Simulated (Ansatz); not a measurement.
```yaml
crystal:
  periodic: [false, false, false]
  atoms:
    - {symbol: F, position_ang: [-0.292323, -1.029829, 0.129543]}
    - {symbol: B, position_ang: [-0.292323, -1.079829, 0.129543]}
    - {symbol: F, position_ang: [-1.539270, -0.986480, 0.842714]}
    - {symbol: O, position_ang: [0.793511, -0.125790, 0.841739]}
    - {symbol: B, position_ang: [0.531286, 0.911776, -0.367482]}
    - {symbol: F, position_ang: [-0.141002, 2.008343, 0.181270]}
    - {symbol: F, position_ang: [1.689497, 1.217617, -0.949961]}
    - {symbol: O, position_ang: [-0.387180, -0.049589, -1.041545]}
    - {symbol: H, position_ang: [0.551195, 0.192280, 1.702902]}
    - {symbol: H, position_ang: [-1.271104, 0.271394, -1.184539]}
basis:
  gaussian: {orbitals: cc-pVTZ-DK}
hamiltonian: {xc: {name: r2SCANh}, dispersion: d3bjatm}
output: {forces: true}
```

```sh
$ ansatz run in.yaml --threads 8 --pin off --events-out ev --progress --plain --max-ram 18278MiB
```

It prints (some lines left out):

```
Functional definition: r2SCANh
1464 factors; their error is unknown
mean field evaluation 1: about -6836.2381 eV, gradient 1.6e2 eV
mean field evaluation 2: about -6841.6748 eV, gradient 9.7e1 eV
mean field evaluation 4: about -6853.4424 eV, gradient 4.2e0 eV
mean field evaluation 8: about -6854.1705 eV, gradient 4.6e0 eV
a density is far from that of the atoms, so the factors are made again for it
1755 factors; integrals over basis functions are off by at most 8.5e-4 eV
mean field evaluation 16: about -6852.9689 eV, gradient 4.2e-3 eV
mean field -6854.12778989 eV, -251.8845503837 hartree, gradient 4.8e-5 eV, S^2 0.000000; 0 other end points of the search recorded, 0 dependent functions left out
reference -6854.12780068 eV, -251.8845507802 hartree; 32, 32 occupied and 236, 236 virtual orbitals, 1755 factors
Total energy: -6854.17893952 eV, -251.8864300980 hartree
Relativity: scalar
Atom 0 at    -0.292323    -1.029829     0.129543 Å, force   -18.423508 241669.987989    15.642018 eV/Å
Atom 1 at    -0.292323    -1.079829     0.129543 Å, force    25.284941 -241670.879710   -18.480427 eV/Å
Atom 2 at    -1.539270    -0.986480     0.842714 Å, force    -2.007550     3.109584     1.194415 eV/Å
Atom 3 at     0.793511    -0.125790     0.841739 Å, force    -4.702560    -1.407417    -2.149292 eV/Å
Atom 4 at     0.531286     0.911776    -0.367482 Å, force     0.212533    -0.072636     2.596804 eV/Å
Atom 5 at    -0.141002     2.008343     0.181270 Å, force     0.289693    -1.584403    -0.783592 eV/Å
Atom 6 at     1.689497     1.217617    -0.949961 Å, force    -0.911449    -0.156506    -0.128597 eV/Å
Atom 7 at    -0.387180    -0.049589    -1.041545 Å, force    -0.804063    -1.217608     2.312907 eV/Å
Atom 8 at     0.551195     0.192280     1.702902 Å, force     1.372960     1.207476     0.932983 eV/Å
Atom 9 at    -1.271104     0.271394    -1.184539 Å, force    -0.310996     1.013230    -1.137219 eV/Å
Dipole moment:    -0.343934     0.578605     0.110512 e Å
```

In this input one atom was put on top of another. The run converged. The result belongs to that input, not to the molecule as meant.
